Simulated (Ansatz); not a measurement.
A made-up structure of BH$_{3}$SO$_{2}$, singlet:

```xyz
7
angstrom
O 0.7062 0.5676 1.1481
B -0.5509 0.3891 0.7067
O -0.8681 -0.0284 -0.5752
S 0.3581 -0.2820 -1.6682
H 1.3567 0.3801 0.4543
H -1.4810 0.5862 1.4258
H 0.9991 1.0767 1.9201
```

It is relaxed with PBE-D4/def2-SVP and then PBE0-D4/def2-TZVP (Ansatz 0.2.0). Atoms count as bonded within 1.22 times the sum of their covalent radii (H–H: 0.88 Å). The end point is not checked to be a true minimum.

Question: Does its bonding change? (Judge from chemistry; the calculation decides.)

Answer: Computed: Yes. Formed: S4–H5; broken: O1–H5.

Where it ends: The first stage lowers the energy by 2.92 eV in 12 steps. It ends as BH₃SO₂ ([OH][BH][O][SH]):
```xyz
7
angstrom
O 0.6720 0.7135 1.3447
B -0.5753 0.4783 0.8596
O -0.7390 0.0281 -0.4086
S 0.5134 -0.2762 -1.4657
H 1.5434 0.0672 -0.6690
H -1.5704 0.6492 1.5011
H 0.6760 1.0292 2.2496
```

Labels in which every atom is bracketed show which atoms are joined, not bond orders.

For scale, one of the runs: PBE0-D4/def2-TZVP relaxation, 148 basis functions, launched by `ansatz run in.yaml --threads 2 --pin off --events-out ev --progress --plain --max-ram 4352MiB`. Hardware: 2 CPU threads of an Arm Neoverse V1, shared host. Wall time about 26 s.
